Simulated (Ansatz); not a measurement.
`B[CH2][SnH]([Cl])[Cl]`, relaxed with RKS PBE-D4/def2-SVP in Ansatz from a rough embedded geometry. The force threshold is 0.03 eV/Å; the program also tests the step.

Charge 0, multiplicity 1. Sn: def2 effective core potential.

Start:

```xyz
10

B    -0.315    1.398    0.763
C    -0.306   -0.120    0.890
Sn    0.319   -0.999   -0.965
Cl   -1.087   -0.466   -2.665
Cl    2.500   -0.264   -1.488
H    -0.997    1.971   -0.090
H     0.383    2.114    1.430
H    -1.283   -0.497    1.133
H     0.418   -0.385    1.738
H     0.369   -2.752   -0.745
```

```csv
step,energy (eV),largest force (eV/Å),largest move (Å)
1,-32650.7246,1.749,0.000
2,-32650.9727,0.767,0.194
3,-32651.0174,0.224,0.112
4,-32651.0339,0.412,0.122
5,-32651.0353,0.492,0.145
6,-32651.0525,0.089,0.100
7,-32651.0554,0.038,0.057
8,-32651.0563,0.053,0.022
9,-32651.0591,0.018,0.066
10,-32651.0619,0.183,0.195
11,-32651.0659,0.115,0.035
12,-32651.0699,0.026,0.057
13,-32651.0730,0.133,0.186
14,-32651.0747,0.093,0.114
15,-32651.0773,0.056,0.049
16,-32651.0784,0.055,0.056
17,-32651.0796,0.055,0.070
18,-32651.0801,0.075,0.073
19,-32651.0807,0.055,0.009
20,-32651.0810,0.016,0.031
21,-32651.0813,0.028,0.034
```

End:

```xyz
10

B     0.032    1.368    0.850
C    -0.618   -0.039    0.874
Sn    0.335   -0.998   -0.847
Cl   -1.347   -1.331   -2.478
Cl    1.923    0.489   -1.795
H    -0.456    2.256    0.175
H     1.050    1.588    1.481
H    -1.689   -0.110    0.601
H    -0.358   -0.714    1.715
H     1.129   -2.507   -0.576
```

Run time 31 s (4 threads of a server CPU on a shared host); peak host memory 0.18 GiB.
